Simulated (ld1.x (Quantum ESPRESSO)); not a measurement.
Ni: excitation energies, all-electron against PAW

| Item | Value |
| --- | --- |
| Element | nickel (Ni) |
| Generator | ld1.x (Quantum ESPRESSO) 7.5 |
| Type | PAW |
| Functional | LDA (PZ) |
| Relativity | scalar-relativistic |
| Frozen core | [Ne] |
| Valence charge | 18 |
| Reference configuration | 3s2 3p6 3d8 4s2 4p0 |
| Partial waves | 3s (bound): rcut 0.98, rcutus 1.04 bohr; 4s (bound): rcut 0.98, rcutus 1.04 bohr; 3p (bound): rcut 1.10, rcutus 1.20 bohr; 4p (bound, empty): rcut 1.10, rcutus 1.20 bohr; 3d (bound): rcut 1.30, rcutus 1.45 bohr; 3d channel at 1.6 Ry: rcut 1.30, rcutus 1.45 bohr |
| Local potential | all-electron potential smoothed inside 1.50 bohr (lloc = -1) |
| Core correction | Bessel-smoothed model core, default radius (core density twice the valence density) |
| Augmentation charge | GAUSS, radius 0.95 bohr |

Energies are relative to the spin-unpolarised reference configuration 3s2 3p6 3d8 4s2 4p0; without spin polarisation the order of configurations can differ from experiment. Spin-polarised rows fill each open shell by Hund’s rule, majority spin first.

```csv
valence configuration,charge,ΔE all-electron (eV),error AE − PS (meV)
3s2 3p6 3d8 4s1 4p0,+1,9.601,-0.9
3s2 3p6 3d8 4s0 4p0,+2,27.260,-3.1
3s2 3p6 3d7 4s0 4p0,+3,65.058,+0.2
3s2 3p5 3d8 4s2 4p0,+1,79.416,-32
3s2 3p6 3d9 4s1 4p0,0,-1.629,+1.1
3s2 3p6 3d6 4s0 4p0,+4,122.925,+24
3s2 3p6 3d8 4s2 4p0 (spin-polarised),0,-0.912,-0.8
3s2 3p6 3d8 4s1 4p0 (spin-polarised),+1,8.231,-1.6
```

(1) What are ΔE and the potential's error for 3s2 3p6 3d8 4s0 4p2?

Levels in the configuration 3s2 3p6 3d7 4s0 4p0:

| level | all-electron (eV) | pseudo (eV) |
| --- | --- | --- |
| 3s | -150.072 | -150.062 |
| 3p | -110.631 | -110.622 |
| 3d | -47.385 | -47.371 |

Answers

(1) ΔE = 9.678 eV all-electron; the error (AE − PS) is -1.0 meV.
